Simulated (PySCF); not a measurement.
## Checking a proposed structure

A compound C$_{6}$H$_{14}$OSi gives the data below (simulated from a calculation) and was assigned the structure `C=CO[SiH2]C(C)(C)C`.

¹³C{¹H} NMR (computed): δ 164.9 (C), 91.6 (CH2), 25.8 (CH3), 0.4 (CH3, 3C).

¹H NMR (600 MHz, computed): δ 4.23 (br s, 1H), 3.93 (br s, 1H), 1.88 (s, 3H), 0.15 (s, 9H).

Level of theory: structure optimised with GFN2-xTB, shieldings: GIAO PBE0/pcSseg-1, in PySCF 2.14.0 with density-fitted response routines (in vacuum, rapidly exchanging positions averaged, one computed conformer, relativity neglected).

References, each an isolated molecule treated in the same way: ¹H (σref 31.72), ¹³C (σref 186.93) against TMS.

Problem. Compare with the shifts computed for the proposed structure, pairing carbons in order of shift.

Solution. Atoms are numbered as in `[CH2:1]=[CH:2][O:3][SiH2:4][C:5]([CH3:6])([CH3:7])[CH3:8]`. Hydrogens are named by the atom that carries them.

| atom | computed for proposal | given list | difference |
| --- | --- | --- | --- |
| C2 | 152.9 | 164.9 | -12.0 |
| C1 | 100.7 | 91.6 | +9.1 |
| C6 | 27.3 | 25.8 | +1.5 |
| C7 | 27.3 | 0.4 | +26.9 |
| C8 | 27.3 | 0.4 | +26.9 |
| C5 | 21.4 | 0.4 | +21.0 |

The rms difference is 18.8 ppm and the largest +26.9 ppm at C7 (methyl carbon). The carbon types in order of shift don't match either: CH, CH2, CH3, CH3, CH3, C for the proposal against C, CH2, CH3, CH3, CH3, CH3 in the data. The proposal doesn't fit.

Problem. Which isomer fits?

Solution. isopropenyloxytrimethylsilane (SMILES C[Si](OC(=C)C)(C)C).

1. Carbon types of the structure: 1 × C, 1 × CH2, 4 × CH3, which accounts for all hydrogens.
2. δC 164.9: alkene carbon bearing oxygen; an sp2 carbon further deshielded by the attached heteroatom.
3. δC 91.6: β carbon of an enol-ether or enamine type C=C; the O or N lone pair pushes π density onto this β carbon and shields it.
4. δH 1.88: hydrogen on an allylic methyl carbon; allylic position.
5. δH 0.15: hydrogen on a methyl carbon bonded to Si; an electropositive neighbour shields it, as in TMS itself.

The data come from this structure; uniqueness wasn't tested.

Shifts are as computed. Against solution values, carbons near 30 ppm lie about +3 ppm off and those near 130 ppm about +5 ppm. Of 1211 compounds with measured shifts, 218 miss one by over three times the rms of a fit or turn the order of signals round; such compounds aren't used in these exercises. No couplings were computed; multiplicities are counted from neighbouring protons, with m where these are inequivalent, close in shift, in a saturated or five-membered ring or joined by F or P, and br s for small geminal =CH2 splittings.
